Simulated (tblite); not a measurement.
Start geometry of `C(C)#C[C@](C)([SiH3])C(CF)=S` from a force field or distance geometry (Å):
```
atom  x, y, z in Å
C1     3.2639   -0.5730    0.7551
C2     1.8223   -0.4564    0.4444
C3     0.6647   -0.3773    0.2040
C4    -0.8055   -0.2653   -0.1097
C5    -1.5116   -1.3090    0.8249
Si6   -1.1005   -0.7635   -1.9833
C7    -1.2845    1.1958    0.1298
S8    -2.8311    1.5831    0.6991
C9    -0.3333    2.3368   -0.1943
F10    0.1279    2.2503   -1.4655
H11    3.7023    0.4190    0.8673
H12    3.7796   -1.0969   -0.0449
H13    3.4097   -1.1227    1.6960
H14   -1.4015   -1.0337    1.8722
H15   -1.0799   -2.3010    0.7056
H16   -2.5839   -1.3989    0.6128
H17   -0.7241   -2.1867   -2.1763
H18   -0.2832    0.0710   -2.8957
H19   -2.5353   -0.6027   -2.3097
H20   -0.8186    3.3173   -0.0919
H21    0.5136    2.3308    0.4907
```

Task: What comes out of this run: GFN2-xTB geometry optimisation, gas phase (tblite)?

Result: 
```
atom  x, y, z in Å
C1     3.2441   -0.5565    0.6640
C2     1.8260   -0.4509    0.4026
C3     0.6497   -0.3636    0.1825
C4    -0.7743   -0.2602   -0.0440
C5    -1.5336   -1.2770    0.8091
Si6   -1.0746   -0.7134   -1.9343
C7    -1.2770    1.1091    0.1093
S8    -2.8029    1.4599    0.5808
C9    -0.3538    2.2620   -0.1607
F10    0.5107    2.0374   -1.2038
H11    3.6805    0.4388    0.7458
H12    3.7348   -1.0899   -0.1501
H13    3.4151   -1.0959    1.5958
H14   -1.4462   -1.0125    1.8628
H15   -1.1211   -2.2726    0.6652
H16   -2.5895   -1.2867    0.5507
H17   -0.7222   -2.1304   -2.0161
H18   -0.2204    0.1079   -2.7774
H19   -2.4993   -0.4980   -2.1788
H20   -0.9228    3.1656   -0.4001
H21    0.2677    2.4438    0.7274
```

The energy falls by 41.6 kJ/mol over 63 L-BFGS steps, the largest force on an atom goes from 3.25 to 0.007 eV/Å, and the atoms move by 0.186 Å rms after alignment. The bond that changes most is C4–C7 (sp3 carbon bound to silicon to thiocarbonyl carbon), which shortens by 0.089 Å. Bonds longer at the end by more than 0.005 Å: 4 of 20; shorter: 11. Among the angles that change most is C3–C4–C5, from 105.4° to 110.7°. Among the dihedrals that turn most is S8–C7–C9–F10, from -125° to -144°. Rotational constants go from 1086, 655.3, 606.4 to 1206, 690.7, 629.2 MHz. The orientation of the end geometry is arbitrary; only internal coordinates are fixed.

Its lowest GFN2-xTB frequency is 7 cm⁻¹, too small to tell a flat minimum from a shallow saddle. One conformer, not necessarily the lowest. 3 starts were optimised and ended at 0.00, 2.29 and 4.86 kcal/mol (GFN2-xTB); the lowest of these is shown.

All values are computed, not measured.
